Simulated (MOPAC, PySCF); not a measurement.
CH4BN, SMILES `B=NC`, neutral singlet in the gas phase. 

Cartesian coordinates (Å):
```xyz
7

B      1.6790    -0.1163    -0.0424
N      0.4489    -0.0310    -0.0119
C     -0.9486     0.0658     0.0238
H      2.8475    -0.1974    -0.0711
H     -1.2700     1.1081     0.1141
H     -1.3607    -0.4854     0.8748
H     -1.3961    -0.3437    -0.8873
```
Charge 0, spin multiplicity 1.

All levels are single points at this geometry (PBE0-D3(BJ)/def2-TZVP); Pople sets use spherical d functions. Orbital energies aren't observables, and empty levels follow the basis.

AM1 in MOPAC gives dipole (D) = 0.29.

**Question.** Estimate the dipole (D) from each of these levels: ωB97X-D3(BJ)/def2-TZVP in PySCF; B3LYP/6-311+G** in PySCF; B3LYP/6-31G* in PySCF; BP86/6-31G* in PySCF; M06-2X/6-31G* in PySCF; PBE/6-31G* in PySCF; SVWN5/6-31G* in PySCF; HF/3-21G in PySCF; HF/STO-3G in PySCF; PM3 in MOPAC; PM6 in MOPAC; PM7 in MOPAC.

**Answer.** 
```csv
level,dipole (D)
ωB97X-D3(BJ)/def2-TZVP in PySCF,0.29
B3LYP/6-311+G** in PySCF,0.44
B3LYP/6-31G* in PySCF,0.53
BP86/6-31G* in PySCF,0.70
M06-2X/6-31G* in PySCF,0.46
PBE/6-31G* in PySCF,0.72
SVWN5/6-31G* in PySCF,0.80
HF/3-21G in PySCF,0.43
HF/STO-3G in PySCF,0.47
PM3 in MOPAC,2.59
PM6 in MOPAC,1.23
PM7 in MOPAC,2.66
```
